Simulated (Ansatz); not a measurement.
Ideal-gas functions of CH$_{4}$AlO$_{2}$, SMILES `C[O][Al][OH]` radical at 600 K and 1 bar, from an Ansatz frequency run at PBE0-D4/def2-TZVP.

Molar mass 75.02 g/mol, point group Cs (symmetry number 1), electronic degeneracy 2, moments of inertia 14.929, 176.904, 188.672 u Å². Harmonic wavenumbers (cm⁻¹, unscaled): 69, 93, 114, 233, 306, 619, 670, 862, 1182, 1189, 1236, 1485, 1493, 1501, 3007, 3070, 3082, 3952.

Use S(trans) = R[1.5 ln M + 2.5 ln T − 1.1517]; rotational temperatures θ = 24.2544 K / I; S(rot) = R[ln(√π/σ · √(T³/θAθBθC)) + 1.5]; for each mode x = 1.438777 ν̃/T, S = R[x/(eˣ − 1) − ln(1 − e⁻ˣ)] and H = RT x/(eˣ − 1); 1 cm⁻¹ = 0.0119627 kJ/mol; R = 8.31446 J/(mol·K).

By hand: the entropy, in J/(mol·K).

Translation 177.2. Rotation: θ = 1.6247, 0.1371, 0.1286 K, giving 111.8. Vibration, mode by mode: 23.28, 20.81, 19.12, 13.26, 11.07, 5.75, 5.21, 3.62, 1.97, 1.95, 1.78, 1.11, 1.09, 1.07, 0.05, 0.04, 0.04, 0.01, in all 111.2. Electronic 5.8. Sum 406.0 J/(mol·K).

By hand: H − E and G − E in kJ/mol, counted from the electronic energy.

Zero-point energy ½ × 24163 × 0.0119627 = 144.5; thermal vibration 30.3; translation, rotation and pV give 4 RT = 20.0. H − E = 194.8 kJ/mol, and G − E = 194.8 − 600 × 406.0/1000 = -48.8 kJ/mol.

Vibration gives 27 % of the entropy, 63.2 J/(mol·K) of it from the modes under 150 cm⁻¹: soft modes count most, and the harmonic formula is weakest for them. The sum counts one conformer and one mirror image; others add a mixing term.
